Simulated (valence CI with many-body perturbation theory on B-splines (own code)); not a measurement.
# Hf³³⁺: fill in the table

Computed by configuration interaction combined with many-body perturbation theory (CI+MBPT): three valence electrons over a frozen Dirac-Fock core [Kr], a basis of 7 s, 7 p, 8 d, 6 f, 4 g, 1 h functions for each j, with the one-electron correlation potential Σ1, the two-electron term Σ2, the three-electron term Σ3, Breit, model QED; selected CI, second order for the rest, scaled by the run's own slope (own B-spline code, finite nucleus).

No measured spectrum was set against this ion. As an estimate, large intervals hold to a few tenths of a per cent, small ones and those within an open d or f shell to about a per cent. The list stops below the first excitations out of the core.

| Level | E (eV) |
| --- | --- |
| (4d3/2^3) J=3/2 | 0.000 |
| (4d3/2^2 4d5/2) J=5/2 [a] | 12.615 |
| (4d3/2^2 4d5/2) J=3/2 | ? |
| (4d3/2^2 4d5/2) J=7/2 | 16.198 |
| (4d3/2^2 4d5/2) J=9/2 | 16.632 |
| (4d3/2^2 4d5/2) J=1/2 | ? |
| (4d3/2^2 4d5/2) J=5/2 [b] | ? |
| (4d3/2 4d5/2^2) J=7/2 [a] | ? |
| (4d3/2 4d5/2^2) J=9/2 | 30.298 |
| (4d3/2 4d5/2^2) J=3/2 [a] | 31.964 |
| (4d3/2 4d5/2^2) J=1/2 | ? |
| (4d3/2 4d5/2^2) J=11/2 | 33.924 |
| (4d3/2 4d5/2^2) J=5/2 [a] | 33.979 |
| (4d3/2 4d5/2^2) J=5/2 [b] | 36.363 |
| (4d3/2 4d5/2^2) J=7/2 [b] | 37.087 |
| (4d3/2 4d5/2^2) J=3/2 [b] | 43.290 |
| (4d5/2^3) J=9/2 | 46.189 |
| (4d5/2^3) J=3/2 | ? |
| (4d5/2^3) J=5/2 | 55.075 |

Levels are named by their leading jj configuration (3d3/2^4 stands for four electrons in 3d with j = 3/2), which in mixed levels can hold well under half, so a name can repeat and another be missing. Letters in brackets count levels of one name in rising energy.

(1) The levels stand in rising order. What does the calculation give for the missing energies?

Answers

(1) (4d3/2^2 4d5/2) J=3/2 14.996; (4d3/2^2 4d5/2) J=1/2 16.834; (4d3/2^2 4d5/2) J=5/2 [b] 24.176; (4d3/2 4d5/2^2) J=7/2 [a] 28.765; (4d3/2 4d5/2^2) J=1/2 33.001; (4d5/2^3) J=3/2 51.436.
